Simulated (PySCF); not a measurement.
Delta-SCF ions had no search for a lower state. Excitations are Tamm–Dancoff values on a coarser integration grid. The basis has no diffuse functions, so Rydberg states are missing or too high.

# C3H8OSi, SMILES `C/C([SiH3])=C\O` (C–C–O–H torsion 180°) (charge 0, multiplicity 1)

All values below come from PBE0-D3(BJ)/def2-TZVP (PySCF).

```yaml
HOMO: -6.63 eV
dipole_moment: 2.03 D
HOMO–LUMO gap: 7.10 eV
LUMO: 0.47 eV
S1 excitation (TDA): 5.87 eV
S1 oscillator strength: 0.000
brightest of the four lowest singlets (TDA): 7.10 eV
T1 excitation (TDA): 4.13 eV
S1–T1 gap (TDA): 1.73 eV
vertical ionisation energy (Delta-SCF): 8.62 eV
total_energy: -13158.50 eV
cost: around 4 core-minutes (rough)
```

```xyz
13

C      0.2366     1.4113    -0.6248
C      0.0198     0.0533    -0.0233
Si    -1.6962    -0.5956     0.2184
C      1.0354    -0.7255     0.3541
O      2.3347    -0.3546     0.2250
H      1.2967     1.6544    -0.7035
H     -0.2467     2.1879    -0.0239
H     -0.2012     1.4709    -1.6262
H     -1.6332    -1.9528     0.8275
H     -2.4912     0.2959     1.1094
H     -2.4291    -0.6823    -1.0763
H      0.8721    -1.7087     0.7895
H      2.9023    -1.0541     0.5542
```
Charge 0, spin multiplicity 1.
